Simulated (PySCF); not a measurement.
C₃H₂F₄, triplet, at a GFN2-xTB geometry (a higher spin typed on purpose: for a closed-shell molecule this is an excited state); PySCF with CASSCF(10,9)/STO-3G.

Here is a job for PySCF.
```python
from pyscf import gto, scf, mcscf
import numpy

mol = gto.M(
    atom='''
C     1.954309   -0.607659   -0.337165
C     0.866207    0.285452   -0.119794
F     1.076853    1.535113    0.357532
C    -0.559710   -0.161742   -0.018098
F    -0.833159   -0.799041    1.148149
F    -1.426097    0.845306   -0.109924
F    -0.853876   -1.045283   -0.984868
H     2.389064   -0.726959   -1.316210
H     2.372608   -1.194203    0.468549
''',
    basis='sto-3g',
    charge=0,
    spin=2,
    verbose=4,
)

mf = scf.ROHF(mol)
mf.kernel()
mc = mcscf.CASSCF(mf, 9, 10)
mc.fix_spin_(ss=2.0)
mc.kernel()
occ = numpy.linalg.eigvalsh(mc.fcisolver.make_rdm1(mc.ci, mc.ncas, mc.nelecas))[::-1]
ss = mc.fcisolver.spin_square(mc.ci, mc.ncas, mc.nelecas)[0]
print('natural occupations', occ.round(4), ' <S^2>', round(ss, 4))
```

The log (banner, timings and long lists left out):

```
PySCF version 2.14.0

[INPUT] verbose = 4
[INPUT] num. atoms = 9
[INPUT] num. electrons = 56
[INPUT] charge = 0
[INPUT] spin (= nelec alpha-beta = 2S) = 2
[INPUT] symmetry False subgroup None
[INPUT] Mole.unit = angstrom
[INPUT] Symbol           X                Y                Z      unit          X                Y                Z       unit  Magmom
[...]
nuclear repulsion = 328.856516805003
number of shells = 23
number of NR pGTOs = 111
number of NR cGTOs = 37
basis = sto-3g
ecp = {}

******** <class 'pyscf.scf.rohf.ROHF'> ********
method = ROHF
initial guess = minao
damping factor = 0
level_shift factor = 0
DIIS = <class 'pyscf.scf.diis.CDIIS'>
diis_start_cycle = 1
diis_space = 8
diis_damp = 0
SCF conv_tol = 1e-09
SCF conv_tol_grad = None
SCF max_cycles = 50
direct_scf = True
direct_scf_tol = 1e-13
num. doubly occ = 27  num. singly occ = 2
Set gradient conv threshold to 3.16228e-05
init E= -506.459395682473
[...]
cycle= 1 E= -505.149834107152  delta_E= 1.31  |g|= 0.816  |ddm|= 2.87
[...]
cycle= 2 E= -505.390479811339  delta_E= -0.241  |g|= 0.288  |ddm|= 1.09
[...]
cycle= 3 E= -505.424120912814  delta_E= -0.0336  |g|= 0.0714  |ddm|= 0.327
[...]
cycle= 4 E= -505.427289235735  delta_E= -0.00317  |g|= 0.0207  |ddm|= 0.104
[...]
cycle= 5 E= -505.427800617488  delta_E= -0.000511  |g|= 0.00708  |ddm|= 0.0506
[...]
cycle= 6 E= -505.427836420536  delta_E= -3.58e-05  |g|= 0.00125  |ddm|= 0.0128
[...]
cycle= 7 E= -505.427838167767  delta_E= -1.75e-06  |g|= 0.000307  |ddm|= 0.00304
[...]
cycle= 8 E= -505.427838249818  delta_E= -8.21e-08  |g|= 6.56e-05  |ddm|= 0.000674
[...]
cycle= 9 E= -505.427838253436  delta_E= -3.62e-09  |g|= 1.5e-05  |ddm|= 0.000153
[...]
cycle= 10 E= -505.427838253651  delta_E= -2.15e-10  |g|= 5.64e-06  |ddm|= 3.25e-05
[...]
Extra cycle  E= -505.42783825368  delta_E= -2.94e-11  |g|= 2.91e-06  |ddm|= 1.09e-05
converged SCF energy = -505.42783825368

******** <class 'pyscf.mcscf.mc1step.CASSCF'> ********
CAS (6e+4e, 9o), ncore = 23, nvir = 5
max_cycle_macro = 50
max_cycle_micro = 4
conv_tol = 1e-07
conv_tol_grad = None
orbital rotation max_stepsize = 0.02
orbital rotation threshold for CI restart = 0.01
augmented hessian ah_max_cycle = 30
augmented hessian ah_conv_tol = 1e-12
augmented hessian ah_linear dependence = 1e-14
augmented hessian ah_level shift = 1e-08
augmented hessian ah_start_tol = 2.5
augmented hessian ah_start_cycle = 3
augmented hessian ah_grad_trust_region = 3
kf_trust_region = 3
kf_interval = 4
ci_response_space = 4
ci_grad_trust_region = 3
with_dep4 0
natorb = False
canonicalization = True
sorting_mo_energy = False
ao2mo_level = 2
internal_rotation = False
******** <class 'pyscf.fci.addons.SpinPenaltyFCISolver'> ********
max. cycles = 50
conv_tol = 1e-08
davidson only = True
linear dependence = 1e-12
level shift = 0.001
max iter space = 12
nroots = 1
pspace_size = 400
spin = None
CASCI E = -505.434383181273  S^2 = 2.0000000
Set conv_tol_grad to 0.000316228
macro iter   1 ( 21 JK    4 micro), CASSCF E = -505.444698262628  dE = -1.03150814e-02  S^2 = 2.0000000
               |grad[o]|=0.0151  |grad[c]|=0.0268  |ddm|=0.057  |maxRot[o]|=0.249
macro iter   2 ( 21 JK    4 micro), CASSCF E = -505.458948547803  dE = -1.42502852e-02  S^2 = 2.0000000
               |grad[o]|=0.0188  |grad[c]|=0.0656  |ddm|=0.0283  |maxRot[o]|=0.253
macro iter   3 ( 17 JK    4 micro), CASSCF E = -505.468623346303  dE = -9.67479850e-03  S^2 = 2.0000000
               |grad[o]|=0.017  |grad[c]|=0.0159  |ddm|=0.0354  |maxRot[o]|=0.179
macro iter   4 ( 21 JK    4 micro), CASSCF E = -505.471839440701  dE = -3.21609440e-03  S^2 = 2.0000000
               |grad[o]|=0.013  |grad[c]|=0.0647  |ddm|=0.0286  |maxRot[o]|=0.107
macro iter   5 ( 21 JK    4 micro), CASSCF E = -505.480017353111  dE = -8.17791241e-03  S^2 = 2.0000000
               |grad[o]|=0.0125  |grad[c]|=0.104  |ddm|=0.0172  |maxRot[o]|=0.262
macro iter   6 ( 21 JK    4 micro), CASSCF E = -505.488106053268  dE = -8.08870016e-03  S^2 = 2.0000000
               |grad[o]|=0.0197  |grad[c]|=0.0573  |ddm|=0.00889  |maxRot[o]|=0.199
macro iter   7 ( 21 JK    4 micro), CASSCF E = -505.491142910583  dE = -3.03685731e-03  S^2 = 2.0000000
               |grad[o]|=0.0167  |grad[c]|=0.0204  |ddm|=0.00651  |maxRot[o]|=0.0658
macro iter   8 ( 21 JK    4 micro), CASSCF E = -505.492877533234  dE = -1.73462265e-03  S^2 = 2.0000000
               |grad[o]|=0.0112  |grad[c]|=0.0179  |ddm|=0.00466  |maxRot[o]|=0.0622
macro iter   9 ( 21 JK    4 micro), CASSCF E = -505.493638574894  dE = -7.61041660e-04  S^2 = 2.0000000
               |grad[o]|=0.00801  |grad[c]|=0.0123  |ddm|=0.00332  |maxRot[o]|=0.0394
macro iter  10 ( 21 JK    4 micro), CASSCF E = -505.493878316417  dE = -2.39741522e-04  S^2 = 2.0000000
               |grad[o]|=0.00625  |grad[c]|=0.0137  |ddm|=0.00243  |maxRot[o]|=0.0298
macro iter  11 (  7 JK    2 micro), CASSCF E = -505.494851810166  dE = -9.73493749e-04  S^2 = 2.0000000
               |grad[o]|=0.00554  |grad[c]|=0.0213  |ddm|=0.0047  |maxRot[o]|=0.0688
macro iter  12 (  7 JK    2 micro), CASSCF E = -505.495277423615  dE = -4.25613449e-04  S^2 = 2.0000000
               |grad[o]|=0.00308  |grad[c]|=0.0217  |ddm|=0.00531  |maxRot[o]|=0.0691
macro iter  13 (  6 JK    2 micro), CASSCF E = -505.495392537915  dE = -1.15114300e-04  S^2 = 2.0000000
               |grad[o]|=0.00153  |grad[c]|=0.0103  |ddm|=0.00337  |maxRot[o]|=0.0499
macro iter  14 (  9 JK    3 micro), CASSCF E = -505.495407961929  dE = -1.54240136e-05  S^2 = 2.0000000
               |grad[o]|=0.000779  |grad[c]|=0.0203  |ddm|=0.00532  |maxRot[o]|=0.0827
macro iter  15 ( 11 JK    3 micro), CASSCF E = -505.495374958735  dE =  3.30031943e-05  S^2 = 2.0000000
               |grad[o]|=0.000835  |grad[c]|=0.00818  |ddm|=0.00346  |maxRot[o]|=0.0399
macro iter  16 ( 21 JK    4 micro), CASSCF E = -505.495389491059  dE = -1.45323242e-05  S^2 = 2.0000000
               |grad[o]|=0.00134  |grad[c]|=0.00309  |ddm|=0.000375  |maxRot[o]|=0.0369
[...]
               |grad[o]|=0.000355  |grad[c]|=0.000338  |ddm|=0.00116  |maxRot[o]|=0.0168
macro iter  23 (  5 JK    2 micro), CASSCF E = -505.495439084054  dE = -1.46639661e-05  S^2 = 2.0000000
               |grad[o]|=0.000361  |grad[c]|=0.000373  |ddm|=0.000977  |maxRot[o]|=0.016
macro iter  24 ( 10 JK    3 micro), CASSCF E = -505.495386962795  dE =  5.21212594e-05  S^2 = 2.0000000
               |grad[o]|=0.000315  |grad[c]|=0.0024  |ddm|=0.00386  |maxRot[o]|=0.0517
macro iter  25 ( 21 JK    4 micro), CASSCF E = -505.495384450018  dE =  2.51277652e-06  S^2 = 2.0000000
               |grad[o]|=0.00127  |grad[c]|=0.00407  |ddm|=0.000495  |maxRot[o]|=0.0183
macro iter  26 ( 17 JK    3 micro), CASSCF E = -505.495397486907  dE = -1.30368880e-05  S^2 = 2.0000000
               |grad[o]|=0.000517  |grad[c]|=0.000981  |ddm|=0.000469  |maxRot[o]|=0.0159
macro iter  27 (  6 JK    2 micro), CASSCF E = -505.495411367648  dE = -1.38807416e-05  S^2 = 2.0000000
               |grad[o]|=0.000253  |grad[c]|=0.00068  |ddm|=0.000978  |maxRot[o]|=0.0148
macro iter  28 (  9 JK    3 micro), CASSCF E = -505.495390764031  dE =  2.06036172e-05  S^2 = 2.0000000
               |grad[o]|=0.000339  |grad[c]|=0.000663  |ddm|=0.00129  |maxRot[o]|=0.0229
macro iter  29 ( 21 JK    4 micro), CASSCF E = -505.495389756742  dE =  1.00728863e-06  S^2 = 2.0000000
               |grad[o]|=0.000645  |grad[c]|=0.00269  |ddm|=0.000364  |maxRot[o]|=0.00805
macro iter  30 ( 13 JK    2 micro), CASSCF E = -505.495399466696  dE = -9.70995325e-06  S^2 = 2.0000000
               |grad[o]|=0.000327  |grad[c]|=0.000907  |ddm|=0.00047  |maxRot[o]|=0.00979
macro iter  31 ( 17 JK    4 micro), CASSCF E = -505.495399679902  dE = -2.13206306e-07  S^2 = 2.0000000
               |grad[o]|=0.000245  |grad[c]|=0.00229  |ddm|=0.000334  |maxRot[o]|=0.00188
macro iter  32 (  5 JK    2 micro), CASSCF E = -505.495412878162  dE = -1.31982601e-05  S^2 = 2.0000000
               |grad[o]|=0.000265  |grad[c]|=0.000937  |ddm|=0.000868  |maxRot[o]|=0.0141
macro iter  33 (  5 JK    2 micro), CASSCF E = -505.495427370638  dE = -1.44924757e-05  S^2 = 2.0000000
               |grad[o]|=0.000281  |grad[c]|=0.000507  |ddm|=0.000982  |maxRot[o]|=0.0156
macro iter  34 (  4 JK    2 micro), CASSCF E = -505.495434769569  dE = -7.39893136e-06  S^2 = 2.0000000
               |grad[o]|=0.000304  |grad[c]|=0.00172  |ddm|=0.00066  |maxRot[o]|=0.0079
macro iter  35 (  3 JK    1 micro), CASSCF E = -505.495448345399  dE = -1.35758303e-05  S^2 = 2.0000000
               |grad[o]|=0.000321  |grad[c]|=0.00328  |ddm|=0.000636  |maxRot[o]|=0.0152
macro iter  36 (  3 JK    1 micro), CASSCF E = -505.495459827085  dE = -1.14816858e-05  S^2 = 2.0000000
               |grad[o]|=0.0003  |grad[c]|=0.00301  |ddm|=0.000494  |maxRot[o]|=0.014
macro iter  37 (  3 JK    1 micro), CASSCF E = -505.495469258077  dE = -9.43099172e-06  S^2 = 2.0000000
               |grad[o]|=0.000279  |grad[c]|=0.00273  |ddm|=0.000398  |maxRot[o]|=0.0126
macro iter  38 (  3 JK    1 micro), CASSCF E = -505.495476809782  dE = -7.55170527e-06  S^2 = 2.0000000
               |grad[o]|=0.00023  |grad[c]|=0.00244  |ddm|=0.000315  |maxRot[o]|=0.0113
macro iter  39 (  3 JK    1 micro), CASSCF E = -505.495482732518  dE = -5.92273631e-06  S^2 = 2.0000000
               |grad[o]|=0.000198  |grad[c]|=0.00215  |ddm|=0.000251  |maxRot[o]|= 0.01
macro iter  40 (  3 JK    1 micro), CASSCF E = -505.495487302204  dE = -4.56968604e-06  S^2 = 2.0000000
               |grad[o]|=0.000168  |grad[c]|=0.00189  |ddm|=0.000199  |maxRot[o]|=0.00882
macro iter  41 (  3 JK    1 micro), CASSCF E = -505.495490783159  dE = -3.48095460e-06  S^2 = 2.0000000
               |grad[o]|=0.000142  |grad[c]|=0.00164  |ddm|=0.000158  |maxRot[o]|=0.00771
macro iter  42 (  3 JK    1 micro), CASSCF E = -505.495493408210  dE = -2.62505108e-06  S^2 = 2.0000000
               |grad[o]|=0.000119  |grad[c]|=0.00142  |ddm|=0.000127  |maxRot[o]|=0.00671
macro iter  43 (  3 JK    1 micro), CASSCF E = -505.495495372718  dE = -1.96450759e-06  S^2 = 2.0000000
               |grad[o]|=0.000101  |grad[c]|=0.00123  |ddm|=0.000108  |maxRot[o]|=0.00582
macro iter  44 (  3 JK    1 micro), CASSCF E = -505.495496836787  dE = -1.46406933e-06  S^2 = 2.0000000
               |grad[o]|=8.5e-05  |grad[c]|=0.00106  |ddm|=9.19e-05  |maxRot[o]|=0.00503
macro iter  45 (  3 JK    1 micro), CASSCF E = -505.495497923193  dE = -1.08640569e-06  S^2 = 2.0000000
               |grad[o]|=7.17e-05  |grad[c]|=0.000911  |ddm|=7.4e-05  |maxRot[o]|=0.00434
macro iter  46 (  3 JK    1 micro), CASSCF E = -505.495498726883  dE = -8.03690398e-07  S^2 = 2.0000000
               |grad[o]|=6.07e-05  |grad[c]|=0.000783  |ddm|=6.4e-05  |maxRot[o]|=0.00373
macro iter  47 (  3 JK    1 micro), CASSCF E = -505.495499319962  dE = -5.93078482e-07  S^2 = 2.0000000
               |grad[o]|=5.17e-05  |grad[c]|=0.000672  |ddm|=5.33e-05  |maxRot[o]|=0.00321
macro iter  48 (  3 JK    1 micro), CASSCF E = -505.495499756998  dE = -4.37036363e-07  S^2 = 2.0000000
               |grad[o]|=4.39e-05  |grad[c]|=0.000577  |ddm|=4.76e-05  |maxRot[o]|=0.00275
macro iter  49 (  3 JK    1 micro), CASSCF E = -505.495500078685  dE = -3.21687480e-07  S^2 = 2.0000000
               |grad[o]|=3.75e-05  |grad[c]|=0.000495  |ddm|=3.91e-05  |maxRot[o]|=0.00236
macro iter  50 (  3 JK    1 micro), CASSCF E = -505.495500315351  dE = -2.36666040e-07  S^2 = 2.0000000
               |grad[o]|=3.19e-05  |grad[c]|=0.000424  |ddm|=3.59e-05  |maxRot[o]|=0.00203
1-step CASSCF not converged,  50 macro (506 JK 121 micro) steps
CASSCF canonicalization
Density matrix diagonal elements [1.98964117 1.98217936 1.97441559 1.97762972 1.00002238 1.00039209
 0.02765357 0.02113298 0.02693314]
CASSCF energy = -505.495500315351
CASCI E = -505.495500315351  E(CI) = -23.1819411232058  S^2 = 2.0000000
natural occupations [1.9959 1.9844 1.9741 1.9702 1.0003 1.     0.0299 0.0269 0.0183]  <S^2> 2.0
```

The run did not converge; its last values are not results.
